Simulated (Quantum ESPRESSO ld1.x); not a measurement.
The numbers below are computed, except where a source is named.
Q: The aim is the molybdenum ion Mo2+ in [Kr] 4d4. What will ld1.x (Quantum ESPRESSO 7.5) do with this input?

```
 &input
    zed=42.0,
    iswitch=1,
    rel=0,
    lsd=1,
    dft='PW',
    config='[Kr] 4d4',
    atom='Mo',
    prefix='ld1',
    max_out_wfc=37,
    file_charge='ld1.rho',
 /
```

A: Harmless. atom and zed name the same element, and the result equals that of the sound run.

Output (excerpt):

```
     Program LD1 v.7.5 starts

     --------------------------- All-electron run ----------------------------

     atomic number is 42.00
     dft =PW   lsd =1 sic =0 latt =0  beta=0.20 tr2=1.0E-14
     Exchange-correlation= PW
                           (   1   4   0   0   0   0   0)
     mesh =1919 r(mesh) = 100.11609 a.u. xmin = -7.00 dx = 0.00800
     1 Ry =  13.60569312 eV

     n l     nl                  e(Ry)          e(Ha)          e(eV)
     1 0     1S 1( 1.00)     -1419.8171      -709.9085    -19317.5952
     2 0     2S 1( 1.00)      -198.3800       -99.1900     -2699.0976
     2 1     2P 1( 3.00)      -182.9513       -91.4756     -2489.1787
     3 0     3S 1( 1.00)       -34.7288       -17.3644      -472.5090
     3 1     3P 1( 3.00)       -28.7964       -14.3982      -391.7953
     4 0     4S 1( 1.00)        -5.8906        -2.9453       -80.1456
     4 1     4P 1( 3.00)        -4.1953        -2.0976       -57.0799
     3 2     3D 1( 5.00)       -17.8871        -8.9436      -243.3668
     4 2     4D 1( 4.00)        -1.6400        -0.8200       -22.3131
     1 0     1S 2( 1.00)     -1419.8171      -709.9085    -19317.5956
     2 0     2S 2( 1.00)      -198.3446       -99.1723     -2698.6158
     2 1     2P 2( 3.00)      -182.9243       -91.4622     -2488.8121
     3 0     3S 2( 1.00)       -34.7041       -17.3521      -472.1735
     3 1     3P 2( 3.00)       -28.7695       -14.3847      -391.4283
     4 0     4S 2( 1.00)        -5.7109        -2.8555       -77.7009
     4 1     4P 2( 3.00)        -4.0063        -2.0031       -54.5084
     3 2     3D 2( 5.00)       -17.8509        -8.9254      -242.8732
     4 2     4D 2( 0.00)        -1.4467        -0.7234       -19.6836

     final scf error:  2.6E-15 reached in  26 iterations

     Etot =   -7944.513716 Ry,   -3972.256858 Ha, -108090.615634 eV
     Total magnetization:    4.00 Bohr mag.

     Ekin =    7939.100408 Ry,    3969.550204 Ha,  108016.963828 eV
     Encl =  -18873.046890 Ry,   -9436.523445 Ha, -256780.884277 eV
     Eh   =    3222.989315 Ry,    1611.494657 Ha,   43851.003552 eV
     Exc  =    -233.556549 Ry,    -116.778275 Ha,   -3177.698738 eV
```

Run on one thread of a shared host, so times are rough (Intel(R) Xeon(R) Processor @ 2.60GHz): 0.55 s of CPU time, 0.61 s wall, 26 iterations on 1919 mesh points.
